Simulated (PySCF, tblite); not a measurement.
Isomers of C4H10FNSi, one GFN2-xTB conformer each. Single-point energies are computed at PBE0/pcSseg-1 (PySCF, gas phase, no added dispersion term), electronic only.

```json
{"SMILES": "C[C@@H]1C[Si@@H](CF)N1", "GFN2-xTB relative energy (kcal/mol)": "20.9"}
{"SMILES": "FC[C@@H]1CCN[SiH2]1", "GFN2-xTB relative energy (kcal/mol)": "0.6"}
{"SMILES": "FC[C@H]1CN[SiH2]C1", "GFN2-xTB relative energy (kcal/mol)": "0.0"}
```

Conformers: `[CH3:1][C@@H:2]1[CH2:3][Si@@H:4]([CH2:5][F:6])[NH:7]1` with C3–Si4–C5–F6 -176°, C1–C2–C3–Si4 -107°, C2–C3–Si4–C5 -120°, C3–Si4–N7–C2 11°, C1–C2–N7–Si4 106°; `[F:1][CH2:2][C@@H:3]1[CH2:4][CH2:5][NH:6][SiH2:7]1` with F1–C2–C3–C4 180°, C2–C3–C4–C5 -161°, C3–C4–C5–N6 43°, C4–C5–N6–Si7 -30°, C5–N6–Si7–C3 7°; `[F:1][CH2:2][C@H:3]1[CH2:4][NH:5][SiH2:6][CH2:7]1` with F1–C2–C3–C4 66°, C2–C3–C4–N5 79°, C3–C4–N5–Si6 30°, C4–N5–Si6–C7 -9°, N5–Si6–C7–C3 -15°.

What does PBE0/pcSseg-1 give for the same structures?

```csv
SMILES,PBE0/pcSseg-1 E (Eh),PBE0/pcSseg-1 (kcal/mol),GFN2-xTB (kcal/mol),point group
FC[C@H]1CN[SiH2]C1,-602.02924,0.0,0.0,C1
FC[C@@H]1CCN[SiH2]1,-602.02661,1.7,0.6,C1
C[C@@H]1C[Si@@H](CF)N1,-602.00676,14.1,20.9,C1
```

Both levels put the same isomer lowest; measured from each level's own lowest isomer, the values differ by up to 6.8 kcal/mol (C[C@@H]1C[Si@@H](CF)N1: 20.9 against 14.1). As drawn, the highest has a four-membered ring, which the lowest lacks. Neighbours under 2.5 kcal/mol apart (FC[C@H]1CN[SiH2]C1 and FC[C@@H]1CCN[SiH2]1) can change places with a better method, another conformer or zero-point energy.

Which frontier levels, dipoles and rotational constants go with these structures?

| SMILES | HOMO (eV, PBE0/pcSseg-1) | LUMO (eV) | dipole (D) | A, B, C (MHz) |
| --- | --- | --- | --- | --- |
| FC[C@H]1CN[SiH2]C1 | -6.66 | 0.70 | 1.56 | 4072, 1448, 1306 |
| FC[C@@H]1CCN[SiH2]1 | -6.64 | 0.80 | 2.51 | 3909, 1534, 1175 |
| C[C@@H]1C[Si@@H](CF)N1 | -6.69 | 0.40 | 2.01 | 6175, 1069, 1013 |

What happens when harmonic zero-point energies from GFN2-xTB frequencies are added?

| SMILES | ZPE (kcal/mol) | electronic (kcal/mol) | with ZPE (kcal/mol) |
| --- | --- | --- | --- |
| FC[C@H]1CN[SiH2]C1 | 84.7 | 0.0 | 0.0 |
| FC[C@@H]1CCN[SiH2]1 | 84.8 | 1.7 | 1.7 |
| C[C@@H]1C[Si@@H](CF)N1 | 85.1 | 14.1 | 14.5 |

The zero-point energies span 0.4 kcal/mol. The order is unchanged.
